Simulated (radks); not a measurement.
Values are calculated unless marked as measured or tabulated.
Kinetic energies: the exact non-interacting value of the Kohn-Sham orbitals and orbital-free approximations, as 100 (|E| - |E exact|)/|E exact|, negative where the magnitude is too small. Species: As [Ar] 3d10 4s2 4p3; Hg [Hg]. Level of theory: non-relativistic Kohn-Sham, exchange-only B88, spin-polarised, spherical densities, point nucleus (a radial shooting solver on a logarithmic mesh with Libxc functionals). Every spin shell is full or empty, so the densities are truly spherical. Functionals are evaluated on that one density, not self-consistently.

functional            As       Hg
exact (hartree)  2234.37  18409.2
Thomas-Fermi       -6.09    -4.62
von Weizsacker    -52.25   -64.60
TF + vW/9          -0.78    -0.69
LC94               -0.02    +0.02
APBEK              +0.06    +0.04
revAPBEK           +0.29    +0.18
Perdew 92          -0.77    -0.68
LKT               +22.51   +15.90
